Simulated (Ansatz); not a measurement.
Sn(OH)H3 (SnOH4), relaxed as a singlet with RKS PBE0-D4/def2-TZVP in Ansatz, starting from the GFN2-xTB geometry. Force threshold 0.02 eV/Å.

In the def2 sets Sn takes a core potential; there is no spin–orbit coupling.

Start:

```xyz
6

Sn   -0.0801   -0.0330    0.5031
O    -0.0093    0.5326   -1.3496
H     0.4048   -0.0469   -1.9839
H     1.4791   -0.2102    1.0637
H    -0.9125   -1.4744    0.5858
H    -0.8820    1.2320    1.1808
```

Estimate the energy that the relaxation releases and the steps that it takes.

6.7 kJ/mol, in 5 steps; 21 s on 4 threads of Intel Xeon on a shared host. No frequencies were taken in this run, so the end may be a saddle point.

Does the start keep its bonding and symmetry?

By distances, no bond broke or formed. The bond that changes most is Sn1–H6, from 1.64 to 1.70 Å (atoms count from 1). Point group Cs at the start, Cs at the end, both within 0.05 Å.

Predict the relaxed structure.


| atom | x (Å) | y (Å) | z (Å) |
| --- | --- | --- | --- |
| Sn1 | -0.085 | -0.020 | 0.487 |
| O2 | -0.014 | 0.550 | -1.397 |
| H3 | 0.428 | -0.083 | -1.968 |
| H4 | 1.516 | -0.206 | 1.058 |
| H5 | -0.936 | -1.499 | 0.574 |
| H6 | -0.908 | 1.258 | 1.245 |
Bond lengths: 1 × O–Sn 1.97 Å; 3 × H–Sn 1.70 to 1.71 Å; 1 × H–O 0.96 Å.
